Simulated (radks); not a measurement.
Values are calculated unless marked as measured or tabulated.
Task: All-electron atom: N+ in [He] 2s2 2p2 (the NIST ground configuration). Code: a radial shooting solver on a logarithmic mesh with Libxc functionals. Model: non-relativistic Kohn-Sham, exchange-only PBE, spin-polarised, spherical densities, point nucleus; open shells are filled with parallel spins first. Some entries of the table are withheld. Estimate them.

orbital  occ.  eigenvalue (eV)  r(max) (bohr)
1s up       1        -400.7960         0.1485
1s down     1        -399.3961         0.1483
2s up       1              (1)         0.9814
2s down     1              (2)         0.9987
2p up       2              (3)            (4)
2p down     0              (5)            (6)

Result: 
(1) 2s up eigenvalue (eV): -33.0058
(2) 2s down eigenvalue (eV): -28.5939
(3) 2p up eigenvalue (eV): -21.3525
(4) 2p up r(max) (bohr): 0.9031
(5) 2p down eigenvalue (eV): -17.1017
(6) 2p down r(max) (bohr): 0.9342
